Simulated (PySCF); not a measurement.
**Structure from 2D NMR**

Compound of formula C6H11NO2Si. Correlations simulated from computed shifts and the bond graph:

HSQC (one-bond C–H):
```tsv
δH	δC
6.02	135.6
3.51	65.6
3.49	64.5
1.94	14.5
```

COSY cross peaks (H two or three bonds apart, from the bond graph; peaks can be absent where the dihedral angle is near 90°):
```tsv
δH	δH
6.02	1.94
5.10	3.49
```

HMBC (two and three bonds, from the bond graph):
```tsv
δH	δC
6.02	131.2, 120.3, 14.5
5.10	131.2, 64.5
3.51	64.5
3.49	65.6
1.94	135.6, 131.2
```

Carbons without hydrogens: δ 131.2, 120.3.

- NMR shieldings at PBE0/pcSseg-1/GIAO
- geometry from GFN2-xTB
- program: PySCF
- no relativistic terms, one conformer, equivalent nuclei averaged, gas phase

δ = σ(ref) − σ, references computed at the same level: TMS for $^{1}$H and $^{13}$C.

Exchangeable hydrogens are left out of these lists.

**Question.** Work out the connectivity.

**Answer.** `C/C=C(/C#N)O[SiH2]COC`.

Numbering as in the mapped SMILES `[CH3:1]/[CH:2]=[C:3](/[C:4]#[N:5])[O:6][SiH2:7][CH2:8][O:9][CH3:10]` (H(Xn): hydrogen on atom n).

1. δC 135.6 is C2, a β carbon of an enol-ether or enamine type C=C (δH 6.02).
2. δC 131.2 is C3, an alkene carbon bearing oxygen.
3. δC 120.3 is C4, a nitrile carbon.
4. δC 65.6 is C10, a methyl carbon bonded to O (δH 3.51).
5. δC 64.5 is C8, an sp3 CH2 bonded to O and Si (δH 3.49).
6. δC 14.5 is C1, an allylic methyl carbon (δH 1.94).
7. HMBC from δH 6.02 reaches the proton-free carbons C3, C4.
8. HMBC from δH 5.10 reaches the proton-free carbon C3.
9. HMBC from δH 1.94 reaches the proton-free carbon C3.
10. COSY links 6.02–1.94, 5.10–3.49.

The data come from this structure; uniqueness wasn't tested.

Shifts are as computed. Against solution values, carbons near 30 ppm lie about +3 ppm off and those near 130 ppm about +5 ppm. Of 1309 compounds with measured shifts, 239 miss one by over three times the rms of a fit or turn the order of signals round; such compounds aren't used in these exercises.
